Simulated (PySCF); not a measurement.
C4H8O2, SMILES C[C@]1(O)C[C@@H]1O.

Geometry: ωB97X-D3(BJ)/def2-SVP. The structure was generated by enumeration; whether it is a known compound was not checked. Other conformers were not sampled.

Two levels are set side by side: PBE/def2-TZVP (PySCF) and ωB97X/def2-TZVP (PySCF). Same geometry, gas phase. Differences are taken from unrounded values.

```tsv
quantity	ωB97X
orbital gap (eV)	12.77
highest occupied level (eV)	-9.65
lowest empty level (eV)	3.11
dipole moment (D)	1.11
mean polarisability (bohr³)	54.4
```

**Question.** What does PBE give, and how far is it from ωB97X? (Estimate from the structure and the level; the computed values follow.)

**Answer.** 
```
quantity                       PBE  PBE minus ωB97X
---------------------------  -----  ---------------
orbital gap (eV)              5.97            -6.80
highest occupied level (eV)  -5.79             3.86
lowest empty level (eV)       0.17            -2.94
dipole moment (D)             1.07            -0.04
mean polarisability (bohr³)   57.6              3.1
```

PBE's occupied levels lie high since its potential decays too fast outside the molecule; exact exchange lowers them and widens the gap. PBE's more diffuse valence density responds more strongly to a field. Differences between two approximate levels are no errors against the true value.

Rough cost on one machine, each run with all the roots and properties that it gave: ωB97X against PBE within a factor of 2.
